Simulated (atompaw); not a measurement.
# An all-electron radial function and its pseudo partner (lithium (Li))

Columns: radius, all-electron u(r) and pseudo u(r) of the 2p shell (level -3.36 eV) of lithium in the configuration 1s2 2s0.5 2p0; LDA (PW92), scalar-relativistic, PAW (atompaw) scheme, atompaw 4.2.0.5.

| r (bohr) | all-electron | pseudo |
| --- | --- | --- |
| 0.115 | 0.0072 | 0.0023 |
| 0.231 | 0.0249 | 0.0092 |
| 0.346 | 0.0486 | 0.0204 |
| 0.462 | 0.0759 | 0.0358 |
| 0.577 | 0.1049 | 0.0549 |
| 0.692 | 0.1345 | 0.0773 |
| 0.808 | 0.1644 | 0.1026 |
| 0.923 | 0.1933 | 0.1300 |
| 1.038 | 0.2213 | 0.1589 |
| 1.154 | 0.2483 | 0.1892 |
| 1.269 | 0.2737 | 0.2195 |
| 1.385 | 0.2979 | 0.2499 |
| 1.500 | 0.3204 | 0.2793 |
| 1.615 | 0.3414 | 0.3074 |
| 1.731 | 0.3611 | 0.3341 |
| 1.846 | 0.3792 | 0.3585 |
| 1.962 | 0.3959 | 0.3809 |
| 2.077 | 0.4109 | 0.4006 |
| 2.192 | 0.4245 | 0.4178 |
| 2.308 | 0.4367 | 0.4327 |
| 2.423 | 0.4472 | 0.4451 |
| 2.538 | 0.4563 | 0.4553 |
| 2.654 | 0.4639 | 0.4636 |
| 2.769 | 0.4701 | 0.4700 |
| 2.885 | 0.4749 | 0.4749 |
| 3.000 | 0.4784 | 0.4784 |

(1) How many radial nodes do the two functions have?

(2) Is the pseudo-wave norm-conserving?

Results:

(1) The all-electron 2p function has n − l − 1 = 0; the pseudo-wave has 0.

(2) No, it belongs to a PAW set: the norm inside the radius is not constrained, and the difference is carried by the augmentation charge.
